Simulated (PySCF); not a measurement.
Species: C6H5N.
Cartesian coordinates in Å at the GFN2-xTB level; atoms count from 1:
```xyz
12
C6H5N angstrom
C      2.428    0.605   -0.248
C      1.354    0.118   -0.023
C      0.068   -0.409    0.249
C     -0.146   -1.715    0.376
C     -1.038    0.618    0.363
C     -1.335    1.151   -0.944
N     -1.564    1.554   -1.989
H      3.373    1.011   -0.451
H      0.657   -2.425    0.282
H     -1.127   -2.112    0.578
H     -0.725    1.443    1.011
H     -1.944    0.160    0.770
```

PySCF, density fitting, gas phase, GFN2-xTB geometry. The standard run uses grid level 2 after a coarse-grid start, the def2-universal JK fitting basis (with tight functions added where the orbital basis needs them), an energy threshold of 1e-9 Eh and DIIS. The changed runs have no coarse-grid stage.

Standard PBE0/def2-SVPD: E = -285.735589 Eh, HOMO -7.625 eV, LUMO -1.420 eV, dipole 3.893 D, 14 cycles (coarse-grid cycles included). What changes at PBE0/def2-SVPD with: grid level 1?

E = -285.735568 Eh (+0.021 mEh), HOMO -7.625 eV (0.000), LUMO -1.420 eV (0.000), dipole 3.893 D (0.000), 11 SCF cycles. Of the changed settings only the grid enters the energy expression; the total energy moves by 0.01 kcal/mol.

The cycles:
```
cycle   1  E = -285.6732601335  dE =  9.976e-01  |g| = 4.869e-01  |ddm| = 1.146e+01
cycle   2  E = -285.5274929200  dE =  1.458e-01  |g| = 9.498e-01  |ddm| = 2.644e+00
cycle   3  E = -285.7299764900  dE = -2.025e-01  |g| = 1.483e-01  |ddm| = 1.364e+00
cycle   4  E = -285.7351687981  dE = -5.192e-03  |g| = 3.944e-02  |ddm| = 3.001e-01
cycle   5  E = -285.7353442928  dE = -1.755e-04  |g| = 2.981e-02  |ddm| = 9.866e-02
cycle   6  E = -285.7355651124  dE = -2.208e-04  |g| = 3.511e-03  |ddm| = 5.168e-02
cycle   7  E = -285.7355681858  dE = -3.073e-06  |g| = 1.083e-03  |ddm| = 1.184e-02
cycle   8  E = -285.7355684550  dE = -2.692e-07  |g| = 3.025e-04  |ddm| = 2.600e-03
cycle   9  E = -285.7355684760  dE = -2.100e-08  |g| = 1.194e-04  |ddm| = 7.606e-04
cycle  10  E = -285.7355684797  dE = -3.669e-09  |g| = 3.423e-05  |ddm| = 2.492e-04
cycle  11  E = -285.7355684800  dE = -2.415e-10  |g| = 1.785e-05  |ddm| = 9.259e-05
```
